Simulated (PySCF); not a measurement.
Computed with B3LYP-D3(BJ)/def2-TZVP (PySCF). Isolated molecules, 0 K electronic values unless said otherwise. B3LYP has the VWN-RPA correlation part, as in Gaussian. Excitations are Tamm–Dancoff values on a coarser integration grid. The basis has no diffuse functions, so Rydberg states are missing or too high.

Reference species (SMILES): `C=C=NC` (neutral, multiplicity 1).

| Quantity | Result |
|---|---|
| HOMO–LUMO gap | 6.31 eV |
| S1–T1 gap (TDA) | 0.46 eV |

Changed species: `C1=NCC1`.

Q: Give the shifts of the HOMO–LUMO gap and S1–T1 gap (TDA).

A: the HOMO–LUMO gap rises by 0.51 eV, to 6.82 eV; the S1–T1 gap (TDA) rises by 0.43 eV, to 0.89 eV.
